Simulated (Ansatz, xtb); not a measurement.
Stretching the C3–H4 bond in CH4Sn (SMILES [CH3][SnH]) (multiplicity 1 held, fragments rigid). Energies count from the point at 1.093 Å.
Geometry at that point (charge 0, multiplicity 1):
```xyz
6

Sn     0.0098     0.2505     0.2452
H     -0.3459     1.4134    -1.0648
C     -0.0133    -1.4564    -1.1581
H      0.7372    -1.2942    -1.9360
H     -0.9867    -1.5032    -1.6533
H      0.1836    -2.4027    -0.6567
```

R- and RO- levels are restricted; in cc, def2 and unpolarised 6-31G sets they are followed outwards from rest. Active spaces are followed from a long bond inwards. Levels need not reach the same state.

Cores are frozen in the correlated methods. Filled d and f shells under p-block atoms count as core.

Programs: Ansatz (Gaussian basis) for Hartree–Fock, density functionals and correlated methods; xtb for the GFN methods. Each number belongs to the level named beside it. In def2 rows elements past Kr take small-core potentials, without spin–orbit coupling. The GFN methods have no spin term and hold the electronic entropy of 300 K.

Energies in eV.

| R (Å) | GFN2-xTB | R-HF/def2-SVP | R-CCSDT/def2-SVP | R-CCSDT(Q)/def2-SVP | FIC-NEVPT4(SD) on CASSCF(2,2)/def2-SVP | FIC-MRCISD+Q on CASSCF(2,2)/def2-SVP |
|---|---|---|---|---|---|---|
| 0.874 | 1.19 | 1.34 | 1.42 | 1.42 | 1.42 | 1.42 |
| 0.984 | 0.22 | 0.27 | 0.31 | 0.31 | 0.31 | 0.31 |
| 1.093 | 0.00 | 0.00 | 0.00 | 0.00 | 0.00 | 0.00 |
| 1.202 | 0.15 | 0.17 | 0.13 | 0.13 | 0.13 | 0.13 |
| 1.312 | 0.48 | 0.57 | 0.48 | 0.48 | 0.48 | 0.49 |
| 1.476 | 1.10 | 1.36 | 1.19 | 1.19 | 1.18 | 1.19 |
| 1.640 | 1.74 | 2.20 | 1.92 | 1.91 | 1.91 | 1.92 |
| 1.913 | 2.71 | 3.51 | 2.96 | 2.96 | 2.96 | 2.96 |
| 2.186 | 3.48 | 4.61 | 3.70 | 3.69 | 3.69 | 3.70 |
| 2.514 | 4.17 | 5.67 | 4.21 | 4.19 | 4.22 | 4.22 |
| 2.951 | 4.76 | 6.73 | 4.49 | 4.47 | 4.53 | 4.52 |
| 3.498 | 5.15 | 7.66 | 4.59 | 4.56 | 4.64 | 4.63 |

Doubts at one or more of the structures used: a restricted determinant that unrestricted orbitals would lower (R-HF/def2-SVP, R-CCSDT/def2-SVP, R-CCSDT(Q)/def2-SVP); other coupled-cluster roots lie near (R-CCSDT/def2-SVP, R-CCSDT(Q)/def2-SVP); T1 above 0.05 (R-CCSDT/def2-SVP, R-CCSDT(Q)/def2-SVP).

Ansatz is a quantum-chemistry and plane-wave program.
